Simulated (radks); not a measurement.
Species: Tc2+. Configuration: [Ar] 3d10 4p6 4d7 (not the ground configuration). All-electron calculation, Dirac Kohn-Sham, PBE, spin-unpolarised, spherical densities, point nucleus; open shells fill j = l - 1/2 first. Program: a radial shooting solver on a logarithmic mesh with Libxc functionals.

Normalised radial functions P(r) = r R(r) (large component), r in bohr:

r           4p1/2    4d3/2
0.004978   0.0127   0.0001
0.006639   0.0200   0.0002
0.008855   0.0317   0.0005
0.01181    0.0500   0.0010
0.01575    0.0777   0.0022
0.02101    0.1182   0.0047
0.02802    0.1738   0.0099
0.03768    0.2448   0.0207
0.05025    0.3166   0.0410
0.06702    0.3648   0.0773
0.08939    0.3465   0.1367
0.1192     0.2141   0.2223
0.159     -0.0472   0.3240
0.2121    -0.3658   0.4076
0.2829    -0.5655   0.4139
0.3803    -0.4387   0.2741
0.5073     0.0487  -0.0210
0.6766     0.6652  -0.4037
0.9024     1.0449  -0.7326
1.204      0.9833  -0.8656
1.605      0.6232  -0.7682
2.141      0.2675  -0.5323
2.856      0.0737  -0.2847
3.839      0.0111  -0.1078
5.121      0.0008  -0.0270
6.83       0.0000  -0.0037
9.109      0.0000  -0.0002

4p1/2: eigenvalue -67.387 eV, 2 radial nodes at r = 0.152, 0.496 bohr, <r> = 1.13 bohr, 90 % of the charge inside 1.67 bohr. 4d3/2: eigenvalue -25.126 eV, 1 radial node at r = 0.499 bohr, <r> = 1.53 bohr, 90 % of the charge inside 2.39 bohr.
